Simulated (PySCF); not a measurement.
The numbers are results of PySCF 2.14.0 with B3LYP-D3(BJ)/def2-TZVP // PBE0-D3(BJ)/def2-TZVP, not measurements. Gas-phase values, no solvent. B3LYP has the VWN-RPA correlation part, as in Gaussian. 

Reference species (SMILES): `[F][AlH2]` (neutral, multiplicity 1).

- dipole moment: 1.35 D
- HOMO–LUMO gap: 7.00 eV

Changed species: `[AlH]([F])[F]` (whole molecule; the reference has whole molecule).

Task: What does the change do to the dipole moment and HOMO–LUMO gap?

Result: the dipole moment hardly moves; the HOMO–LUMO gap rises by 1.77 eV, to 8.77 eV.
